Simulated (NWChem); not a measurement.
System: GeHCl3; SMILES [Cl][GeH]([Cl])[Cl]

Results from NWChem. All runs use the structure optimised with PBE0/def2-SVP. Ions are spin-unrestricted doublets at the neutral geometry; other ion states weren't tried.

For level B3LYP/def2-SVP:

- −ε(HOMO) (eV): 8.83

### Question
What are these values for level PBE/def2-SVP?

### Answer
The −ε(HOMO) (eV) is 7.72.
